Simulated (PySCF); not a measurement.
Species: C₄H₁₅BN₂.
Z-matrix (Å and degrees, PBE0-D3(BJ)/def2-SVP geometry), rows numbered from 1:
```
B 
N   1  1.6409
C   2  1.4711  1  108.68
C   2  1.4770  1  108.34  3   118.86
C   2  1.4877  1  107.06  3  -120.53
C   5  1.5197  2  118.05  1   163.28
N   6  1.4487  5  113.97  2    59.55
H   1  1.2274  2  105.82  3    56.37
H   1  1.2260  2  105.97  3   -63.82
H   1  1.2271  2  105.87  3   176.18
H   3  1.1002  2  110.90  1   173.41
H   3  1.0971  2  108.07  1    52.86
H   3  1.0973  2  109.15  1   -64.63
H   4  1.0968  2  108.20  1   -59.29
H   4  1.0974  2  108.37  1    57.57
H   4  1.0980  2  110.23  1   178.93
H   5  1.1002  2  106.27  1   -71.29
H   5  1.0997  2  105.93  1    41.46
H   6  1.1109  5  105.33  2  -174.29
H   6  1.1021  5  109.33  2   -61.63
H   7  1.0173  6  110.77  5  -176.43
H   7  1.0189  6  110.72  5    65.60
```

Computed with PySCF at PBE0/pcSseg-1 and wB97X-D/def2-SVPD, non-relativistic, on one gas-phase PBE0-D3(BJ)/def2-SVP geometry that isn't relaxed in the solvent. The solvent is an IEF-PCM continuum (van der Waals radii × 1.2). Only the electrostatic response of the medium enters.

Gas phase at PBE0/pcSseg-1: HOMO -7.39 eV, LUMO 0.82 eV, dipole 6.32 D.

What does the continuum do to the energy, the frontier levels and the dipole at PBE0/pcSseg-1 in chloroform?

| solvent | ε | E(solvent) − E(gas) (kJ/mol) | polarisation term (kJ/mol) | distortion of the solute (kJ/mol) | HOMO (eV) | LUMO (eV) | dipole (D) |
| --- | --- | --- | --- | --- | --- | --- | --- |
| chloroform | 4.711 | -31.42 | -35.05 | 3.63 | -7.04 | 1.25 | 7.34 |

The polarisation term is half the interaction of the solute with the surface charges that it induces; the rest is the cost of distorting the solute's density. The sum is the electrostatic part of solvation alone.

Which radius a makes the point-dipole formula ΔE = −[(ε − 1)/(2ε + 1)]·μ²/a³ give the value in chloroform, with the gas-phase dipole?

μ = 2.488 au and |ΔE| = 0.01197 Eh give a = 3.01 Å; the farthest nucleus lies 3.36 Å from the centroid of the nuclei, so such a sphere wouldn't even hold the nuclei. The formula assumes a rigid point dipole at the centre of a sphere.

Which Hirshfeld charges (PBE0/pcSseg-1) respond most in chloroform (means over atoms taken as equivalent)?

```json
{"atoms": "H8/H9/H10", "environment": "B–H hydrogen", "gas (e)": "-0.107", "solvent (e)": "-0.116", "change": "-0.009"}
{"atoms": "B1", "environment": "four-coordinate boron", "gas (e)": "-0.093", "solvent (e)": "-0.101", "change": "-0.008"}
{"atoms": "H21/H22", "environment": "N–H hydrogen", "gas (e)": "+0.116", "solvent (e)": "+0.122", "change": "+0.006"}
{"atoms": "H19/H20", "environment": "methylene hydrogen", "gas (e)": "+0.039", "solvent (e)": "+0.044", "change": "+0.005"}
{"atoms": "N7", "environment": "primary amine nitrogen", "gas (e)": "-0.214", "solvent (e)": "-0.218", "change": "-0.004"}
{"atoms": "C6", "environment": "sp3 carbon bound to nitrogen", "gas (e)": "-0.023", "solvent (e)": "-0.019", "change": "+0.004"}
{"atoms": "H11 (×6)", "environment": "methyl hydrogen", "gas (e)": "+0.049", "solvent (e)": "+0.051", "change": "+0.002"}
{"atoms": "C3/C4", "environment": "N-methyl carbon", "gas (e)": "-0.051", "solvent (e)": "-0.050", "change": "+0.001"}
{"atoms": "C5", "environment": "sp3 carbon bound to nitrogen", "gas (e)": "-0.005", "solvent (e)": "-0.004", "change": "+0.001"}
{"atoms": "H17/H18", "environment": "methylene hydrogen", "gas (e)": "+0.053", "solvent (e)": "+0.054", "change": "+0.001"}
{"atoms": "N2", "environment": "nitrogen bonded to B and 3 C", "gas (e)": "+0.046", "solvent (e)": "+0.046", "change": "0.000"}
```

Which Mayer bond orders change most in chloroform?

```json
{"bond": "B1–N2", "length (Å)": "1.641", "gas": "0.605", "solvent": "0.635", "change": "+0.030"}
{"bond": "N2–C5", "length (Å)": "1.488", "gas": "0.875", "solvent": "0.865", "change": "-0.010"}
{"bond": "C5–C6", "length (Å)": "1.520", "gas": "1.042", "solvent": "1.048", "change": "+0.006"}
{"bond": "N2–C3", "length (Å)": "1.471", "gas": "0.903", "solvent": "0.899", "change": "-0.004"}
{"bond": "B1–H8", "length (Å)": "1.227", "gas": "0.967", "solvent": "0.971", "change": "+0.004"}
{"bond": "N7–H21", "length (Å)": "1.017", "gas": "0.952", "solvent": "0.948", "change": "-0.004"}
{"bond": "B1–H9", "length (Å)": "1.226", "gas": "0.968", "solvent": "0.971", "change": "+0.003"}
{"bond": "B1–H10", "length (Å)": "1.227", "gas": "0.966", "solvent": "0.969", "change": "+0.003"}
```

How do the nuclear quadrupole coupling constants eQVzz/h respond in chloroform?

| nucleus | Q (barn) | gas (MHz) | solvent (MHz) | η gas | η solvent |
| --- | --- | --- | --- | --- | --- |
| 11B at B1 | 0.04059 | 2.26 | 2.03 | 0.02 | 0.01 |
| 14N at N2 | 0.02044 | -3.00 | -2.72 | 0.06 | 0.04 |
| 14N at N7 | 0.02044 | -5.42 | -5.31 | 0.13 | 0.16 |

Gas phase at wB97X-D/def2-SVPD: HOMO -9.37 eV, LUMO 1.92 eV, dipole 6.05 D.

What does the continuum do to the energy, the frontier levels and the dipole at wB97X-D/def2-SVPD in chloroform?

```tsv
solvent	ε	E(solvent) − E(gas) (kJ/mol)	polarisation term (kJ/mol)	distortion of the solute (kJ/mol)	HOMO (eV)	LUMO (eV)	dipole (D)
chloroform	4.711	-30.02	-34.10	4.08	-9.03	2.18	7.16
```

The atom shares or the degeneracy of the HOMO differ from the gas phase in chloroform, so that column needn't follow one orbital. The atom shares or the degeneracy of the LUMO differ from the gas phase in chloroform, so that column needn't follow one orbital.

How does the static polarisability (wB97X-D/def2-SVPD, frozen core, with the continuum's full static response) change?

| medium | isotropic (au) | principal values (au) | ⟨r²⟩ of the electrons (bohr²) |
| --- | --- | --- | --- |
| gas | 85.0 | 80.2, 82.5, 92.3 | 910.6 |
| chloroform | 105.8 | 101.8, 104.8, 110.8 | 911.5 |

The isotropic value in chloroform is 1.24 times the gas-phase one; no cavity-field correction is applied. ⟨r²⟩ is taken about the centre of nuclear charge.

wB97X-D is run here without its empirical dispersion term; that term would change no orbital, density or response property at a fixed geometry.
